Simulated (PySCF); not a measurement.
**A small calculation by hand: chemical shift, span and skew from a shielding tensor**

C₃H₇NOSi, SMILES C1=CO[SiH2]NC1. Atoms are numbered in the order given.

```xyz
13

C      1.3129    -0.9635    -0.3056
C      1.5556     0.2443     0.2210
O      0.6242     1.1599     0.6056
Si    -0.9678     0.9481     0.0889
N     -1.1336    -0.7545    -0.0695
C     -0.0388    -1.5955    -0.5359
H      2.1836    -1.5666    -0.5787
H      2.5802     0.5974     0.3814
H     -1.1092     1.7389    -1.1692
H     -1.9131     1.4758     1.1063
H     -2.0324    -1.2167    -0.0143
H     -0.1360    -1.8519    -1.6117
H     -0.0605    -2.5592     0.0065
```

Geometry optimised at ωB97X-D3(BJ)/def2-SVP. The structure was generated by enumeration, and PubChem lists no compound with its InChIKey, so it may never have been made. Other conformers were not sampled.

GIAO shieldings from PBE/pcSseg-1 (PySCF), non-relativistic, no solvent. The symmetric part of the tensor of C6 has the principal values 114.6, 136.7, 149.9 ppm. The same nucleus in TMS has σ = 182.0 ppm at this level (PySCF, at its B3LYP-D3(BJ)/def2-TZVP geometry).

Work out the isotropic shielding, the ¹³C shift against TMS, the span and the skew.


σ(iso) = (σ11 + σ22 + σ33)/3 = 133.7 ppm. δ = σ(ref) − σ(iso) = 182.0 − (133.7) = 48.3 ppm.
Span Ω = σ33 − σ11 = 35.3 ppm. Skew κ = 3(σ(iso) − σ22)/Ω = -0.25. Tumbling in solution averages the tensor to δ; in a static solid the shielding alone would spread this spin-1/2 line over Ω.
